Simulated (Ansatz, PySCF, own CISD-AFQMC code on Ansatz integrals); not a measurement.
Isomers of H7BSi2. Gas-phase values, no solvent. One relaxed conformer stands for each flexible species; it need not be the lowest. Strings in code marks are SMILES.

Quantity: electronic energy of isomers of H7BSi2 relative to `B[SiH2][SiH3]`, in kcal/mol. AFQMC values (own CISD-AFQMC code on Ansatz (a first-principles code) integrals) carry a statistical error of up to ±0.28 kcal/mol (one standard error) and the bias of the phaseless constraint.

Level 1: frozen-core phaseless AFQMC with a CISD trial state/cc-pVDZ // PBE0-D3(BJ)/def2-TZVP (own CISD-AFQMC code on Ansatz integrals)
Level 2: PBE-D3(BJ)/def2-TZVP // PBE0-D3(BJ)/def2-TZVP (PySCF)
Level 3: r2SCAN/cc-pVTZ // PBE0-D3(BJ)/def2-TZVP (Ansatz)
Level 4: HF/STO-3G // PBE0-D3(BJ)/def2-TZVP (PySCF)

```csv
species,level 2,level 3,level 4
`[SiH3]B[SiH3]`,5.58,5.70,7.21
```

What does level 1 give for each?


- `[SiH3]B[SiH3]`: 4.71
